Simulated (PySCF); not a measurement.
Calcium: highly charged ions in a basis for the neutral atom

Ca¹⁴⁺ [He] 2s2 2p2, Ca¹⁵⁺ [He] 2s2 2p1. All numbers are calculated (PySCF 2.14, the non-relativistic Hamiltonian (point nucleus), in pcseg-2). No spin-orbit coupling, so a gap to NIST mixes the basis error with missing relativistic terms.

Changed run: basis of the neutral atom used for a highly charged ion. This setting is unsound on purpose.

```
species  method  sound run (hartree)  changed run (hartree)  converged
  Ca¹⁴⁺     UHF              not run             -537.09413        yes
  Ca¹⁴⁺    MN15              not run             -537.17966        yes
  Ca¹⁴⁺   M06-L              not run             -537.33431        yes
  Ca¹⁵⁺     UHF              not run             -504.24534        yes
  Ca¹⁵⁺    MN15              not run             -504.31320        yes
  Ca¹⁵⁺   M06-L              not run             -504.44363        yes
```

Ionisation energy of Ca¹⁴⁺:

```
method  changed run (eV)  NIST (eV)
   UHF            893.86  894 ± 0.4
  MN15            894.34  894 ± 0.4
 M06-L            895.00  894 ± 0.4
```

The contracted functions were made for the neutral atom and can be too rigid for a highly charged ion.
